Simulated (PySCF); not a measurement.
C2H9BSSi, singlet, geometry from GFN2-xTB; DF-PBE0/def2-TZVP in PySCF.

PySCF was given this input:
```python
from pyscf import gto, scf, dft

mol = gto.M(
    atom='''
Si    1.75282226    1.02335326   -0.11088822
S     0.59355438   -0.70543197    0.43825630
B    -1.10330733   -0.40503890   -0.03913501
C    -2.16574486   -1.53570196    0.25625903
C    -1.54033751    0.94726237   -0.73441722
H     1.23088695    2.19205725    0.58886196
H     1.68119027    1.20686043   -1.55635500
H     3.08464979    0.65581173    0.33776717
H    -2.64938181   -1.86244816   -0.66421871
H    -2.96396679   -1.15927751    0.89587790
H    -1.74305561   -2.41423687    0.73744644
H    -2.60148667    0.97401539   -0.97269622
H    -1.32843029    1.80764104   -0.09900643
H    -0.99375679    1.11537485   -1.66271889
''',
    basis='def2-tzvp',
    verbose=4,
    max_memory=1800,
)

mf = dft.RKS(mol)
mf.xc = 'pbe0'
mf = mf.density_fit(auxbasis='def2-universal-jkfit')
mf.kernel()
```

Output, abridged:

```
PySCF version 2.14.0

[INPUT] verbose = 4
[INPUT] num. atoms = 14
[INPUT] num. electrons = 56
[INPUT] charge = 0
[INPUT] spin (= nelec alpha-beta = 2S) = 0
[INPUT] symmetry False subgroup None
[INPUT] Mole.unit = angstrom
[INPUT] Symbol           X                Y                Z      unit          X                Y                Z       unit  Magmom
[INPUT]  1 Si     1.752822260000   1.023353260000  -0.110888220000 AA    3.312354016441   1.933857390081  -0.209548366241 Bohr   0.0
[INPUT]  2 S      0.593554380000  -0.705431970000   0.438256300000 AA    1.121655218236  -1.333073222812   0.828184379365 Bohr   0.0
[INPUT]  3 B     -1.103307330000  -0.405038900000  -0.039135010000 AA   -2.084948684925  -0.765412590795  -0.073954450782 Bohr   0.0
[INPUT]  4 C     -2.165744860000  -1.535701960000   0.256259030000 AA   -4.092664641085  -2.902056113358   0.484259383647 Bohr   0.0
[INPUT]  5 C     -1.540337510000   0.947262370000  -0.734417220000 AA   -2.910816033294   1.790066447406  -1.387847406964 Bohr   0.0
[INPUT]  6 H      1.230886950000   2.192057250000   0.588861960000 AA    2.326039225801   4.142387851867   1.112787829575 Bohr   0.0
[INPUT]  7 H      1.681190270000   1.206860430000  -1.556355000000 AA    3.176989173584   2.280635683275  -2.941084702597 Bohr   0.0
[INPUT]  8 H      3.084649790000   0.655811730000   0.337767170000 AA    5.829143293297   1.239304558977   0.638287445169 Bohr   0.0
[INPUT]  9 H     -2.649381810000  -1.862448160000  -0.664218710000 AA   -5.006606020304  -3.519516943600  -1.255191448712 Bohr   0.0
[INPUT] 10 H     -2.963966790000  -1.159277510000   0.895877900000 AA   -5.601085475406  -2.190716996268   1.692963872050 Bohr   0.0
[INPUT] 11 H     -1.743055610000  -2.414236870000   0.737446440000 AA   -3.293897722787  -4.562246484127   1.393571803136 Bohr   0.0
[INPUT] 12 H     -2.601486670000   0.974015390000  -0.972696220000 AA   -4.916097323007   1.840622328211  -1.838129458200 Bohr   0.0
[INPUT] 13 H     -1.328430290000   1.807641040000  -0.099006430000 AA   -2.510369423677   3.415946497124  -0.187095037271 Bohr   0.0
[INPUT] 14 H     -0.993756790000   1.115374850000  -1.662718890000 AA   -1.877928167527   2.107752992728  -3.142083324241 Bohr   0.0

nuclear repulsion = 267.50076888104
number of shells = 95
number of NR pGTOs = 336
number of NR cGTOs = 221
basis = def2-tzvp
ecp = {}

******** <class 'pyscf.df.df_jk.DFRKS'> ********
method = DFRKS
initial guess = minao
damping factor = 0
level_shift factor = 0
DIIS = <class 'pyscf.scf.diis.CDIIS'>
diis_start_cycle = 1
diis_space = 8
diis_damp = 0
SCF conv_tol = 1e-09
SCF conv_tol_grad = None
SCF max_cycles = 50
direct_scf = False
XC library pyscf.dft.libxc version 7.1.2
    S. Lehtola, C. Steigemann, M. J. T. Oliveira, and M. A. L. Marques,  SoftwareX 7, 1–5 (2018)
XC functionals = pbe0
    C. Adamo and V. Barone,  J. Chem. Phys. 110, 6158 (1999)
    M. Ernzerhof and G. E. Scuseria,  J. Chem. Phys. 110, 5029 (1999)
radial grids:
    Treutler-Ahlrichs [JCP 102, 346 (1995); DOI:10.1063/1.469408] (M4) radial grids

becke partition: Becke, JCP 88, 2547 (1988); DOI:10.1063/1.454033
pruning grids: <function nwchem_prune>
grids dens level: 3
symmetrized grids: False
atomic radii adjust function: <function treutler_atomic_radii_adjust>
small_rho_cutoff = 0
Set gradient conv threshold to 3.16228e-05
Initial guess from minao.
tot grids = 168616
******** <class 'pyscf.df.df.DF'> ********
auxbasis = def2-universal-jkfit
init E= -794.007348660243
  HOMO = -0.319502377760741  LUMO = -0.0902618260753663  gap/eV = 6.23795
cycle= 1 E= -793.827581445827  delta_E= 0.18  |g|= 0.449  |ddm|= 2.61
  HOMO = -0.237709917402845  LUMO = 0.00641040458092574  gap/eV = 6.64285
cycle= 2 E= -793.815970921643  delta_E= 0.0116  |g|= 0.491  |ddm|= 0.805
  HOMO = -0.282011356172894  LUMO = -0.0257057933798457  gap/eV = 6.97443
cycle= 3 E= -793.880562533911  delta_E= -0.0646  |g|= 0.0507  |ddm|= 0.475
  HOMO = -0.285161669696512  LUMO = -0.019904956965874  gap/eV = 7.21800
cycle= 4 E= -793.881093065855  delta_E= -0.000531  |g|= 0.0318  |ddm|= 0.0627
  HOMO = -0.284002709680927  LUMO = -0.0217681194865378  gap/eV = 7.13577
cycle= 5 E= -793.881388308042  delta_E= -0.000295  |g|= 0.0026  |ddm|= 0.0248
  HOMO = -0.284035769804984  LUMO = -0.0216468365885767  gap/eV = 7.13997
cycle= 6 E= -793.881389181492  delta_E= -8.73e-07  |g|= 0.00123  |ddm|= 0.00282
  HOMO = -0.283977941933506  LUMO = -0.0216753018436648  gap/eV = 7.13762
cycle= 7 E= -793.88138963034  delta_E= -4.49e-07  |g|= 0.000214  |ddm|= 0.00121
  HOMO = -0.283995310234377  LUMO = -0.0216723294574308  gap/eV = 7.13817
cycle= 8 E= -793.88138964096  delta_E= -1.06e-08  |g|= 6.36e-05  |ddm|= 0.000191
  HOMO = -0.28398745467293  LUMO = -0.0216670538335038  gap/eV = 7.13810
cycle= 9 E= -793.881389641975  delta_E= -1.01e-09  |g|= 1.39e-05  |ddm|= 5.63e-05
  HOMO = -0.28398936240389  LUMO = -0.0216677992242005  gap/eV = 7.13813
cycle= 10 E= -793.881389642021  delta_E= -4.55e-11  |g|= 2.19e-06  |ddm|= 1.38e-05
  HOMO = -0.283989104016867  LUMO = -0.0216676655375601  gap/eV = 7.13813
Extra cycle  E= -793.881389642026  delta_E= -5e-12  |g|= 2.1e-06  |ddm|= 3.38e-06
converged SCF energy = -793.881389642026
```
